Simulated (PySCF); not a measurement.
C₃H₁₀GeO₃ (SMILES C[CH2][Ge]([OH])([OH])[O]C), singlet, at a GFN2-xTB geometry; SA2-CASSCF(6,4)/STO-3G (PySCF).

Input for PySCF:
```python
from pyscf import gto, scf, mcscf
import numpy

mol = gto.Mole()
mol.atom = '''
    C     2.66256329    0.89571654   -0.45708762
    C     1.21195463    1.32209342   -0.30155056
    Ge   -0.02124702   -0.23164533   -0.04708536
    O     0.08650825   -1.49764834   -1.24344756
    O     0.36685702   -0.97786212    1.48500987
    O    -1.76689012    0.15362622   -0.11385458
    C    -2.45744969    1.01600427    0.76245727
    H     2.77911926    0.23917458   -1.31595098
    H     3.29782795    1.76912505   -0.59503243
    H     2.99445596    0.35840375    0.42716101
    H     1.10290414    1.97133853    0.56635262
    H     0.88032034    1.87955144   -1.17807087
    H    -0.56708417   -1.43635095   -1.93762364
    H     0.16543251   -1.91097610    1.54010174
    H    -2.24136143    2.06292626    0.53671399
    H    -2.20345293    0.82034101    1.80592864
    H    -3.52246757    0.83130562    0.61257466
'''
mol.basis = 'sto-3g'
mol.verbose = 4
mol.build()

mf = scf.RHF(mol)
mf.kernel()
mc = mcscf.CASSCF(mf, 4, 6)
mc.fix_spin_(ss=0.0)
mc = mc.state_average_([0.5, 0.5])
mc.kernel()
```

Q: Write the output that PySCF gives for this input, abridged.

A: 
```
PySCF version 2.14.0

[INPUT] verbose = 4
[INPUT] num. atoms = 17
[INPUT] num. electrons = 84
[INPUT] charge = 0
[INPUT] spin (= nelec alpha-beta = 2S) = 0
[INPUT] symmetry False subgroup None
[INPUT] Mole.unit = angstrom
[INPUT] Symbol           X                Y                Z      unit          X                Y                Z       unit  Magmom
[...]
nuclear repulsion = 636.062611315476
number of shells = 36
number of NR pGTOs = 174
number of NR cGTOs = 58
basis = sto-3g
ecp = {}

******** <class 'pyscf.scf.hf.RHF'> ********
method = RHF
initial guess = minao
damping factor = 0
level_shift factor = 0
DIIS = <class 'pyscf.scf.diis.CDIIS'>
diis_start_cycle = 1
diis_space = 8
diis_damp = 0
SCF conv_tol = 1e-09
SCF conv_tol_grad = None
SCF max_cycles = 50
direct_scf = True
direct_scf_tol = 1e-13
Set gradient conv threshold to 3.16228e-05
Initial guess from minao.
init E= -2389.44758698635
[...]
cycle= 1 E= -2391.15950025633  delta_E= -1.71  |g|= 0.732  |ddm|=  4.8
[...]
cycle= 2 E= -2391.37061589758  delta_E= -0.211  |g|= 0.175  |ddm|= 1.31
[...]
cycle= 3 E= -2391.38133292256  delta_E= -0.0107  |g|= 0.042  |ddm|= 0.286
[...]
cycle= 4 E= -2391.38224356057  delta_E= -0.000911  |g|= 0.0104  |ddm|= 0.0859
[...]
cycle= 5 E= -2391.3823069029  delta_E= -6.33e-05  |g|= 0.0024  |ddm|= 0.0252
[...]
cycle= 6 E= -2391.38231096041  delta_E= -4.06e-06  |g|= 0.000669  |ddm|= 0.00632
[...]
cycle= 7 E= -2391.3823113497  delta_E= -3.89e-07  |g|= 0.000119  |ddm|= 0.0024
[...]
cycle= 8 E= -2391.3823113619  delta_E= -1.22e-08  |g|= 4.07e-05  |ddm|= 0.000385
[...]
cycle= 9 E= -2391.38231136333  delta_E= -1.42e-09  |g|= 9.01e-06  |ddm|= 0.000143
[...]
cycle= 10 E= -2391.3823113634  delta_E= -7.73e-11  |g|= 2.3e-06  |ddm|= 3.18e-05
[...]
Extra cycle  E= -2391.3823113634  delta_E= 6.82e-12  |g|= 1e-06  |ddm|= 5.39e-06
converged SCF energy = -2391.3823113634

******** <class 'pyscf.mcscf.addons.StateAverageCASSCF'> ********
CAS (3e+3e, 4o), ncore = 39, nvir = 15
max_cycle_macro = 50
max_cycle_micro = 4
conv_tol = 1e-07
conv_tol_grad = None
orbital rotation max_stepsize = 0.02
orbital rotation threshold for CI restart = 0.01
augmented hessian ah_max_cycle = 30
augmented hessian ah_conv_tol = 1e-12
augmented hessian ah_linear dependence = 1e-14
augmented hessian ah_level shift = 1e-08
augmented hessian ah_start_tol = 2.5
augmented hessian ah_start_cycle = 3
augmented hessian ah_grad_trust_region = 3
kf_trust_region = 3
kf_interval = 4
ci_response_space = 4
ci_grad_trust_region = 3
with_dep4 0
natorb = False
canonicalization = True
sorting_mo_energy = False
ao2mo_level = 2
internal_rotation = False
******** <class 'pyscf.mcscf.addons.StateAverageSpinPenaltyFCISolver'> ********
max. cycles = 50
conv_tol = 1e-08
davidson only = True
linear dependence = 1e-12
level shift = 0.001
max iter space = 12
nroots = 2
pspace_size = 400
spin = None
State-average over 2 states with weights [0.5, 0.5]
CASCI E = -2391.17928615564  S^2 = 0.0000000
Set conv_tol_grad to 0.000316228
macro iter   1 ( 21 JK    4 micro), CASSCF E = -2391.22686730244  dE = -4.75811468e-02  S^2 = 0.0000000
               |grad[o]|=0.179  |ddm|=0.0424  |maxRot[o]|= 0.28
macro iter   2 ( 21 JK    4 micro), CASSCF E = -2391.23445424311  dE = -7.58694067e-03  S^2 = 0.0000000
               |grad[o]|=0.0738  |ddm|=0.0185  |maxRot[o]|=0.192
macro iter   3 ( 17 JK    4 micro), CASSCF E = -2391.23593146033  dE = -1.47721722e-03  S^2 = 0.0000000
               |grad[o]|=0.0239  |ddm|=0.0147  |maxRot[o]|=0.0871
macro iter   4 ( 20 JK    4 micro), CASSCF E = -2391.23624087914  dE = -3.09418815e-04  S^2 = 0.0000000
               |grad[o]|=0.0119  |ddm|=0.0419  |maxRot[o]|= 0.24
macro iter   5 ( 21 JK    4 micro), CASSCF E = -2391.23649309051  dE = -2.52211368e-04  S^2 = 0.0000000
               |grad[o]|=0.0109  |ddm|=0.00133  |maxRot[o]|=0.0279
macro iter   6 ( 17 JK    4 micro), CASSCF E = -2391.23654241831  dE = -4.93277944e-05  S^2 = 0.0000000
               |grad[o]|=0.00425  |ddm|=0.00129  |maxRot[o]|=0.0699
macro iter   7 (  7 JK    2 micro), CASSCF E = -2391.23656010856  dE = -1.76902508e-05  S^2 = 0.0000000
               |grad[o]|=0.00277  |ddm|=0.00135  |maxRot[o]|=0.0699
macro iter   8 (  7 JK    2 micro), CASSCF E = -2391.23657711095  dE = -1.70023932e-05  S^2 = 0.0000000
               |grad[o]|=0.00236  |ddm|=0.0017  |maxRot[o]|=0.0698
macro iter   9 (  7 JK    2 micro), CASSCF E = -2391.23659587643  dE = -1.87654769e-05  S^2 = 0.0000000
               |grad[o]|=0.00205  |ddm|=0.00183  |maxRot[o]|=0.0698
macro iter  10 (  7 JK    2 micro), CASSCF E = -2391.23661794246  dE = -2.20660345e-05  S^2 = 0.0000000
               |grad[o]|=0.00181  |ddm|=0.00181  |maxRot[o]|=0.0698
macro iter  11 (  7 JK    2 micro), CASSCF E = -2391.23664408668  dE = -2.61442169e-05  S^2 = 0.0000000
               |grad[o]|=0.00157  |ddm|=0.00164  |maxRot[o]|=0.0698
macro iter  12 (  7 JK    2 micro), CASSCF E = -2391.23667287972  dE = -2.87930379e-05  S^2 = 0.0000000
               |grad[o]|=0.00134  |ddm|=0.00138  |maxRot[o]|=0.0698
macro iter  13 (  7 JK    2 micro), CASSCF E = -2391.23670444453  dE = -3.15648122e-05  S^2 = 0.0000000
               |grad[o]|=0.00111  |ddm|=0.00113  |maxRot[o]|=0.0698
macro iter  14 (  7 JK    2 micro), CASSCF E = -2391.23673673768  dE = -3.22931555e-05  S^2 = 0.0000000
               |grad[o]|=0.000899  |ddm|=0.000947  |maxRot[o]|=0.0698
macro iter  15 (  7 JK    2 micro), CASSCF E = -2391.23676938370  dE = -3.26460213e-05  S^2 = 0.0000000
               |grad[o]|=0.000706  |ddm|=0.000934  |maxRot[o]|=0.0697
macro iter  16 (  7 JK    2 micro), CASSCF E = -2391.23679844905  dE = -2.90653406e-05  S^2 = 0.0000000
               |grad[o]|=0.00053  |ddm|=0.000917  |maxRot[o]|=0.0689
macro iter  17 (  7 JK    2 micro), CASSCF E = -2391.23682136534  dE = -2.29162911e-05  S^2 = 0.0000000
               |grad[o]|=0.00045  |ddm|=0.000889  |maxRot[o]|=0.0698
[...]
               |grad[o]|=0.000431  |ddm|=0.00141  |maxRot[o]|=0.0698
macro iter  20 (  7 JK    2 micro), CASSCF E = -2391.23687931574  dE = -1.99602000e-05  S^2 = 0.0000000
               |grad[o]|=0.000439  |ddm|=0.00176  |maxRot[o]|=0.0698
macro iter  21 (  7 JK    2 micro), CASSCF E = -2391.23690274294  dE = -2.34272056e-05  S^2 = 0.0000000
               |grad[o]|=0.000513  |ddm|=0.00206  |maxRot[o]|=0.0698
macro iter  22 (  7 JK    2 micro), CASSCF E = -2391.23693014091  dE = -2.73979631e-05  S^2 = 0.0000000
               |grad[o]|=0.000547  |ddm|=0.00226  |maxRot[o]|=0.0698
macro iter  23 (  7 JK    2 micro), CASSCF E = -2391.23696188848  dE = -3.17475760e-05  S^2 = 0.0000000
               |grad[o]|=0.00059  |ddm|=0.00232  |maxRot[o]|=0.0698
macro iter  24 (  7 JK    2 micro), CASSCF E = -2391.23699540392  dE = -3.35154359e-05  S^2 = 0.0000000
               |grad[o]|=0.000532  |ddm|=0.00216  |maxRot[o]|=0.0665
macro iter  25 (  7 JK    2 micro), CASSCF E = -2391.23702404942  dE = -2.86454956e-05  S^2 = 0.0000000
               |grad[o]|=0.000425  |ddm|=0.00142  |maxRot[o]|=0.0698
macro iter  26 (  7 JK    2 micro), CASSCF E = -2391.23704698854  dE = -2.29391208e-05  S^2 = 0.0000000
               |grad[o]|=0.000357  |ddm|=0.00134  |maxRot[o]|=0.0698
macro iter  27 (  7 JK    2 micro), CASSCF E = -2391.23707100881  dE = -2.40202735e-05  S^2 = 0.0000000
               |grad[o]|=0.00038  |ddm|=0.00213  |maxRot[o]|=0.0688
macro iter  28 (  7 JK    2 micro), CASSCF E = -2391.23708547292  dE = -1.44641122e-05  S^2 = 0.0000000
               |grad[o]|=0.000442  |ddm|=0.00269  |maxRot[o]|=0.0586
macro iter  29 (  7 JK    2 micro), CASSCF E = -2391.23710240476  dE = -1.69318346e-05  S^2 = 0.0000000
               |grad[o]|=0.000576  |ddm|=0.00282  |maxRot[o]|=0.0663
macro iter  30 ( 12 JK    3 micro), CASSCF E = -2391.23709164423  dE =  1.07605269e-05  S^2 = 0.0000000
               |grad[o]|=0.000377  |ddm|=0.00124  |maxRot[o]|=0.0473
macro iter  31 ( 21 JK    4 micro), CASSCF E = -2391.23709725593  dE = -5.61169827e-06  S^2 = 0.0000000
               |grad[o]|=0.000626  |ddm|=0.000624  |maxRot[o]|=0.0389
macro iter  32 (  7 JK    2 micro), CASSCF E = -2391.23710522874  dE = -7.97281427e-06  S^2 = 0.0000000
               |grad[o]|=0.000319  |ddm|=0.000748  |maxRot[o]|=0.0383
macro iter  33 (  7 JK    2 micro), CASSCF E = -2391.23711040359  dE = -5.17484341e-06  S^2 = 0.0000000
               |grad[o]|=0.000465  |ddm|=0.000876  |maxRot[o]|=0.0346
macro iter  34 (  9 JK    2 micro), CASSCF E = -2391.23711185388  dE = -1.45029753e-06  S^2 = 0.0000000
               |grad[o]|=0.00039  |ddm|=0.00024  |maxRot[o]|=0.0136
macro iter  35 (  9 JK    2 micro), CASSCF E = -2391.23711427859  dE = -2.42470969e-06  S^2 = 0.0000000
               |grad[o]|=0.000662  |ddm|=0.00038  |maxRot[o]|=0.0173
macro iter  36 ( 23 JK    4 micro), CASSCF E = -2391.23708299962  dE =  3.12789766e-05  S^2 = 0.0000000
               |grad[o]|=0.000233  |ddm|=0.000598  |maxRot[o]|=0.109
macro iter  37 ( 17 JK    4 micro), CASSCF E = -2391.23709368530  dE = -1.06856860e-05  S^2 = 0.0000000
               |grad[o]|=0.00108  |ddm|=0.000484  |maxRot[o]|=0.0202
macro iter  38 (  7 JK    2 micro), CASSCF E = -2391.23710501422  dE = -1.13289129e-05  S^2 = 0.0000000
               |grad[o]|=0.000534  |ddm|=0.001  |maxRot[o]|=0.0376
macro iter  39 (  7 JK    2 micro), CASSCF E = -2391.23711195544  dE = -6.94122491e-06  S^2 = 0.0000000
               |grad[o]|=0.000285  |ddm|=0.00157  |maxRot[o]|=0.048
macro iter  40 ( 12 JK    3 micro), CASSCF E = -2391.23710696714  dE =  4.98830195e-06  S^2 = 0.0000000
               |grad[o]|=0.000232  |ddm|=0.000833  |maxRot[o]|=0.0461
macro iter  41 (  7 JK    2 micro), CASSCF E = -2391.23710991033  dE = -2.94319580e-06  S^2 = 0.0000000
               |grad[o]|=0.00037  |ddm|=0.000121  |maxRot[o]|=0.018
macro iter  42 (  7 JK    2 micro), CASSCF E = -2391.23711251377  dE = -2.60343950e-06  S^2 = 0.0000000
               |grad[o]|=0.0002  |ddm|=0.000517  |maxRot[o]|=0.0315
macro iter  43 ( 12 JK    3 micro), CASSCF E = -2391.23710456962  dE =  7.94414973e-06  S^2 = 0.0000000
               |grad[o]|=0.000185  |ddm|=0.00101  |maxRot[o]|=0.0382
macro iter  44 ( 17 JK    4 micro), CASSCF E = -2391.23711026272  dE = -5.69310032e-06  S^2 = 0.0000000
               |grad[o]|=0.000512  |ddm|=0.000586  |maxRot[o]|=0.0181
macro iter  45 (  7 JK    2 micro), CASSCF E = -2391.23711396079  dE = -3.69806594e-06  S^2 = 0.0000000
               |grad[o]|=0.00019  |ddm|=0.000863  |maxRot[o]|=0.0234
macro iter  46 (  6 JK    1 micro), CASSCF E = -2391.23711475216  dE = -7.91369985e-07  S^2 = 0.0000000
               |grad[o]|=0.000144  |ddm|=0.000132  |maxRot[o]|=0.011
macro iter  47 ( 17 JK    4 micro), CASSCF E = -2391.23709941484  dE =  1.53373180e-05  S^2 = 0.0000000
               |grad[o]|=0.000314  |ddm|=0.00254  |maxRot[o]|=0.0762
macro iter  48 ( 21 JK    4 micro), CASSCF E = -2391.23709985916  dE = -4.44316811e-07  S^2 = 0.0000000
               |grad[o]|=0.000369  |ddm|=0.000184  |maxRot[o]|=0.0174
macro iter  49 (  6 JK    1 micro), CASSCF E = -2391.23710679890  dE = -6.93973834e-06  S^2 = 0.0000000
               |grad[o]|=0.00017  |ddm|=0.000298  |maxRot[o]|=0.0298
macro iter  50 (  7 JK    2 micro), CASSCF E = -2391.23711149835  dE = -4.69945144e-06  S^2 = 0.0000000
               |grad[o]|=0.000399  |ddm|=0.000419  |maxRot[o]|=0.0362
1-step CASSCF not converged,  50 macro (516 JK 125 micro) steps
CASSCF canonicalization
Density matrix diagonal elements [1.93274317 1.67205704 1.86280258 0.53239721]
CASSCF energy = -2391.23711149835
CASCI E = -2391.23711149835  E(CI) = -8.55620188092871  S^2 = 0.0000000
CASCI state-averaged energy = -2391.23711149835
CASCI energy for each state
  State 0 weight 0.5  E = -2391.39073405946 S^2 = 0.0000000
  State 1 weight 0.5  E = -2391.08348893724 S^2 = 0.0000000
```

The run did not converge; its last values are not results.
